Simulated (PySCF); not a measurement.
Frontier orbitals and the lowest excitations

Species: C3H10Si.
Cartesian coordinates in Å at the GFN2-xTB level; atoms count from 1:
```
atom  x, y, z in Å
C1    -0.5295    1.2722   -0.7722
C2    -0.1975    0.1685    0.2292
C3    -1.0858   -1.0480   -0.0201
Si4    1.6541   -0.2942    0.1713
H5    -1.5798    1.5548   -0.7017
H6    -0.3396    0.9353   -1.7896
H7     0.0744    2.1585   -0.5892
H8    -0.4288    0.5489    1.2311
H9    -2.1394   -0.7784    0.0532
H10   -0.9102   -1.4517   -1.0156
H11   -0.8842   -1.8329    0.7058
H12    1.9217   -1.3286    1.1728
H13    2.4563    0.8969    0.4597
H14    1.9876   -0.8017   -1.1617
```

Computed with TDDFT PBE0/def2-SVPD, vertical, gas phase, core orbitals frozen in the response in PySCF 2.14.0, density-fitted response routines.

Kohn–Sham orbitals with the atoms that hold most of them (Löwdin shares over 4%, at most four atoms; ? is withheld):

| orbital | ε (eV) | atoms |
| --- | --- | --- |
| LUMO+2 | 1.34 | Si4 34%, H13 8%, H12 8%, H8 7% |
| LUMO+1 | 1.08 | Si4 51%, H14 13%, H13 12%, H12 12% |
| LUMO | 0.49 | ? |
| HOMO | -8.11 | ? |
| HOMO-1 | -9.32 | Si4 21%, C2 18%, H14 16%, H8 10% |
| HOMO-2 | -9.39 | Si4 26%, H12 17%, H13 16%, C2 13% |
| HOMO-3 | -9.72 | C3 19%, C1 19%, Si4 13%, H11 10% |

(1) Give the leading atoms of the LUMO.

(2) Give the leading atoms of the HOMO.

(3) How does S1 compare with the orbital gap of 8.59 eV?

(4) One configuration dominates each of S1, S4, S5 and S6. Which, and how do the shares of the two leading atoms of either orbital change from the occupied to the empty one?

## Answers

(1) Si4 (bonded to C and 3 H) 26%; C3 (bonded to C and 3 H) 11%; C1 (bonded to C and 3 H) 11%; C2 (bonded to 2 C, Si and H) 7%. By element: carbon 28%, silicon 26%.

(2) C2 (bonded to 2 C, Si and H) 33%; Si4 (bonded to C and 3 H) 22%; C1 (bonded to C and 3 H) 9%; C3 (bonded to C and 3 H) 9%. By element: carbon 51%, silicon 22%.

(3) S1 is at 7.41 eV (f = 0.0011), 1.18 eV below the gap, made of HOMO→LUMO (99%). 

(4) 
- S1 (7.41 eV, f 0.0011), HOMO→LUMO (99%): C2 33% → 7%, Si4 22% → 26%, C3 9% → 11%
- S4 (8.29 eV, f 0.326), HOMO→LUMO+1 (95%): C2 33% → at most 13%, Si4 22% → 51%, H14 at most 10% → 13%
- S5 (8.60 eV, f 0.0090), HOMO-1→LUMO (86%): Si4 21% → 26%, C2 18% → 7%, C3 at most 10% → 11%
- S6 (8.68 eV, f 0.054), HOMO-2→LUMO (86%): Si4 26% → 26%, H12 17% → at most 8%, C3 at most 13% → 11%
